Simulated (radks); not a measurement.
Values are calculated unless marked as measured or tabulated.
How relativity changes the ionisation of the selenium ion Se3+ ([Ar] 3d10 4s2 4p1) to Se4+ ([Ar] 3d10 4s2). Spin-unpolarised spherical Kohn-Sham, PBE, point nucleus unless stated (finite: rms radius 4.14 fm), a radial shooting solver on a logarithmic mesh with Libxc functionals. A level marked "c x" has the speed of light scaled by that factor and shares open shells by 2j + 1; other Dirac levels either fill j = l - 1/2 first or share by 2j + 1.

| level | E(Se3+) (hartree) | E(Se4+) (hartree) | IE (eV) | HOMO | <r> HOMO (bohr) |
|---|---|---|---|---|---|
| non-rel. | -2398.87546 | -2397.32836 | 42.099 | 4p | 1.891 |
| scalar-rel. | -2427.68277 | -2426.13252 | 42.184 | 4p | 1.883 |
| scalar-rel., finite nucleus | -2427.66512 | -2426.11488 | 42.184 | 4p | 1.883 |
| Dirac, 2j+1 shares | -2427.82976 | -2426.27924 | 42.192 | 4p3/2 | 1.892 |
| Dirac, low j first | -2427.84425 | -2426.27924 | 42.586 | 4p1/2 | 1.866 |
| Dirac, 2j+1 shares, finite nucleus | -2427.81210 | -2426.26158 | 42.192 | 4p3/2 | 1.892 |
| Dirac, c x 0.85 | -2439.43649 | -2437.88459 | 42.229 | 4p3/2 | 1.892 |
| Dirac, c x 3 | -2402.00681 | -2400.45933 | 42.109 | 4p3/2 | 1.891 |
| Dirac, c x 5 | -2400.00037 | -2398.45313 | 42.102 | 4p3/2 | 1.891 |

NIST Atomic Spectra Database: 42.947 eV (measured). The relativistic part of the total energy of Se3+ is -28.94 hartree (Dirac, 2j+1 shares, finite nucleus), 1.2 % of the non-relativistic value. Spin polarisation and multiplet splitting of open shells are left out at every level.

Beside tabulated values, note that spin-unpolarised runs miss the spin-polarisation part of the exchange energy of open shells.
